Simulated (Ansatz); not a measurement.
Basis-set series for BrH₂MgN, SMILES `[NH2][Mg][Br]`. Total charge 0; spin multiplicity 1. The geometry is a stationary point of PBE0-D4/def2-TZVP. It is one conformer, not always the lowest.

| functional | basis | functions | energy (Eh) | HOMO (eV) | LUMO (eV) |
| --- | --- | --- | --- | --- | --- |
| PBE0-D4 | def2-SVP | 74 | -2829.39179 | -6.51 | -1.16 |
| PBE0-D4 | def2-TZVPP | 139 | -2829.84514 | -6.67 | -1.28 |
| ωB97M-V | def2-SVP | 74 | -2829.68314 | -8.92 | 0.14 |
| ωB97M-V | def2-TZVPP | 139 | -2830.13568 | -9.09 | 0.04 |

(1) Give the rows for def2-QZVPP. (Best estimate.)

## Answers

(1) Ansatz gave: 
| functional | basis | functions | energy (Eh) | HOMO (eV) | LUMO (eV) |
| --- | --- | --- | --- | --- | --- |
| PBE0-D4 | def2-QZVPP | 269 | -2829.91129 | -6.71 | -1.33 |
| ωB97M-V | def2-QZVPP | 269 | -2830.19903 | -9.13 | -0.17 |

Positive LUMOs are unbound and depend on the basis. Scalar relativity is left out up to krypton.
